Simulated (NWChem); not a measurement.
# germanium monoxide (GeO, singlet); SMILES [Ge]=[O]

```xyz
2

Ge     0.0000     0.0000     0.3391
O      0.0000     0.0000    -1.2845
```
Atoms are numbered in this order, from 1.

Level: PBE0/def2-SVP (NWChem), optimised geometry, unscaled harmonic frequencies. Low-valent species are run as closed-shell singlets; no triplet was tried in these runs.

```csv
frequency (cm⁻¹),IR intensity (km/mol)
1034,44.7
```

The zero-point energy comes out as 1.5 kcal/mol. The thermal correction to the enthalpy at 298.15 K (with zero-point energy) is 3.6 kcal/mol. The heat capacity Cv comes out as 5.3 cal/(mol K) and the entropy at 298.15 K and 1 atm (symmetry number 1) is 53.5 cal/(mol K). The dipole moment comes out as 3.04 D.

Rigid rotor and harmonic oscillator.
